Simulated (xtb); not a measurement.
C₃F₇, SMILES F[C](F)C(F)(F)C(F)(F)F (connectivity only; charge and spin as stated), charge +1, multiplicity 1. All values are semi-empirical tight-binding results from xtb (GFN2-xTB unless named), good for trends rather than for accurate numbers. Geometry optimised at GFN2-xTB. The multiplicity is an assumed one; other spin states were not compared. The isomer is the one that the SMILES or the coordinates give; other isomers of the formula were not compared. The values are those of a single conformer.

| Property | Value |
|---|---|
| point group as xtb finds it | Cs |
| orbital gap | 1.90 eV |
| zero-point energy | 21.2 kcal/mol |
| G − E(el) at 298.15 K (modified RRHO) | -1.2 kcal/mol |
| static polarisability (D4 model) | 46.4 bohr³ |
| solvation energy, GFN2-xTB/ALPB(water) | -56.8 kcal/mol |
| solvation energy, GFN2-xTB/ALPB(acetonitrile) | -49.9 kcal/mol |

Computed IR lines (harmonic; lines under 4 % of the strongest left out, lines within 3 cm⁻¹ merged):
ν (cm⁻¹): 445 (w), 483 (m), 553 (w), 614 (vs), 639 (w), 788 (m), 976 (vs), 1130 (s), 1173 (m), 1231 (vs), 1255 (vs), 1392 (vs), 1436 (vs) (against the strongest line: vs over 80 %, s over 45 %, m over 15 %, w over 4 %, vw less)
